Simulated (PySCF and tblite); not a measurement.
The numbers below are computed, except where a source is named.
C5H9FO, numbered as in [CH3:1][O:2][C@@H:3]1[CH2:4][CH2:5][C@@H:6]1[F:7].

Search: ETKDG, MMFF94s, GFN2-xTB, 60 starts; geometries at GFN2-xTB. Free energies are B3LYP-D3(BJ)/pcSseg-1 (IEF-PCM, benzene) single points with GFN2-xTB rigid-rotor and vibrational terms (modes under about 100 cm⁻¹ blended into free rotors). Symmetry numbers and mirror images are counted. Conformers within 2.5 kcal/mol (GFN2-xTB free energy) were kept, 6 at most. Of two unlike H on one atom, a is the less shielded (B3LYP/pcSseg-1 (IEF-PCM, benzene)). (PySCF 2.14, tblite 0.8.)

An NOE distance is ⟨r⁻⁶⟩^(−1/6) over all pairs of like atoms and, for the average, over conformers.

Torsions listed: C1–O2–C3–C4. The 4-ring runs over atoms 3–4–5–6.

| conformer | shape | weight % |
| --- | --- | --- |
| 1 | 4-ring puckered (ring torsions -11, 11, -10, 10°); -179° | 54.7 |
| 2 | 4-ring flat; 178° | 36.0 |
| 3 | 4-ring puckered (ring torsions 10, -10, 10, -10°); -76° | 4.9 |
| 4 | 4-ring flat; -82° | 4.3 |

Question: Which H–H contacts under 3.5 Å would NOEs report (pairs on one atom left out) at 298.15 K?

Answer: 
```
       pair  in 1 (Å)  in 2 (Å)  in 3 (Å)  in 4 (Å)  average (Å)
  H3 ··· H6      2.44      2.44      2.45      2.44         2.44
H4b ··· H5a      2.44      2.44      2.44      2.43         2.44
 H3 ··· H4a      2.46      2.45      2.45      2.44         2.45
H4a ··· H5b      2.48      2.47      2.47      2.47         2.48
 H5b ··· H6      2.48      2.47      2.48      2.48         2.48
  H1 ··· H3      2.69      2.71      2.72      2.69         2.70
 H3 ··· H4b      2.97      3.02      3.05      2.99         2.99
H4b ··· H5b      2.99      3.04      3.05      2.99         3.01
 H5a ··· H6      3.04      2.99      2.97      3.03         3.02
H4a ··· H5a      3.05      3.01      2.99      3.05         3.03
 H4a ··· H6      3.17      3.62      3.74      3.25         3.32
 H3 ··· H5b      3.72      3.31      3.12      3.65         3.49
```

Longer pairs under the limit may be missing.

Question: In a model where alignment follows shape alone (order matrix 0.0005 × (3G/tr G − 1)/2, G the second moments of the atom positions; splitting J + 2D), what are the one-bond C–H dipolar couplings D?

Answer: H1 1.4 Hz (1.4 in conformer 1), H3 2.8 Hz (2.5 in conformer 1), H4b 3.0 Hz (2.9 in conformer 1), H4a 1.5 Hz (1.2 in conformer 1), H5b -2.7 Hz (-4.0 in conformer 1), H5a 3.1 Hz (3.6 in conformer 1), H6 2.9 Hz (3.0 in conformer 1).

GFN2-xTB leaves a saturated small ring flat here that puckers in reality.


Conformer gaps in pcSseg-1 on xTB geometries can be 2 kcal/mol off for S=O, P=O and other polar bonds.